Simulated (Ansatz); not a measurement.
Ideal-gas functions of C₂HFSSe (`FC1SC1=[Se]`) at 400 K and 1 bar, from an Ansatz frequency run at PBE0-D4/def2-TZVP.

Molar mass 155.06 g/mol, point group C1 (symmetry number 1), electronic degeneracy 1, moments of inertia 99.751, 362.766, 447.134 u Å². Harmonic wavenumbers (cm⁻¹, unscaled): 158, 279, 337, 440, 612, 707, 845, 1009, 1114, 1304, 1425, 3177.

Use S(trans) = R[1.5 ln M + 2.5 ln T − 1.1517]; rotational temperatures θ = 24.2544 K / I; S(rot) = R[ln(√π/σ · √(T³/θAθBθC)) + 1.5]; for each mode x = 1.438777 ν̃/T, S = R[x/(eˣ − 1) − ln(1 − e⁻ˣ)] and H = RT x/(eˣ − 1); 1 cm⁻¹ = 0.0119627 kJ/mol; R = 8.31446 J/(mol·K).

Question: By hand: the entropy, in J/(mol·K).

Answer: Translation 177.9. Rotation: θ = 0.2431, 0.0669, 0.0542 K, giving 121.2. Vibration, mode by mode: 13.12, 8.63, 7.21, 5.31, 3.25, 2.49, 1.68, 1.05, 0.77, 0.44, 0.30, 0.00, in all 44.2. Electronic 0.0. Sum 343.3 J/(mol·K).

Question: By hand: H − E and G − E in kJ/mol, counted from the electronic energy.

Answer: Zero-point energy ½ × 11407 × 0.0119627 = 68.2; thermal vibration 10.4; translation, rotation and pV give 4 RT = 13.3. H − E = 91.9 kJ/mol, and G − E = 91.9 − 400 × 343.3/1000 = -45.4 kJ/mol.

Vibration gives 13 % of the entropy. The sum counts one conformer and one mirror image; others add a mixing term.
